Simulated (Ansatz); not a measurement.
Ideal-gas functions of `C[SiH2][Se]` radical at 298.15 K and 1 bar, from an Ansatz frequency run at PBE0-D4/def2-TZVP.

Molar mass 124.1 g/mol, point group Cs (symmetry number 1), electronic degeneracy 2, moments of inertia 31.432, 215.952, 238.327 u Å². Harmonic wavenumbers (cm⁻¹, unscaled): 156, 159, 316, 385, 521, 675, 729, 873, 883, 916, 1274, 1441, 1447, 2198, 2213, 3051, 3136, 3148.

Use S(trans) = R[1.5 ln M + 2.5 ln T − 1.1517]; rotational temperatures θ = 24.2544 K / I; S(rot) = R[ln(√π/σ · √(T³/θAθBθC)) + 1.5]; for each mode x = 1.438777 ν̃/T, S = R[x/(eˣ − 1) − ln(1 − e⁻ˣ)] and H = RT x/(eˣ − 1); 1 cm⁻¹ = 0.0119627 kJ/mol; R = 8.31446 J/(mol·K).

Question: By hand: the entropy, in J/(mol·K).

Answer: Translation 169.0. Rotation: θ = 0.7716, 0.1123, 0.1018 K, giving 108.0. Vibration, mode by mode: 10.87, 10.72, 5.57, 4.27, 2.54, 1.41, 1.14, 0.65, 0.63, 0.55, 0.13, 0.06, 0.06, 0.00, 0.00, 0.00, 0.00, 0.00, in all 38.6. Electronic 5.8. Sum 321.4 J/(mol·K).

Question: By hand: H − E and G − E in kJ/mol, counted from the electronic energy.

Answer: Zero-point energy ½ × 23521 × 0.0119627 = 140.7; thermal vibration 6.9; translation, rotation and pV give 4 RT = 9.9. H − E = 157.5 kJ/mol, and G − E = 157.5 − 298.15 × 321.4/1000 = 61.7 kJ/mol.

Vibration gives 12 % of the entropy.
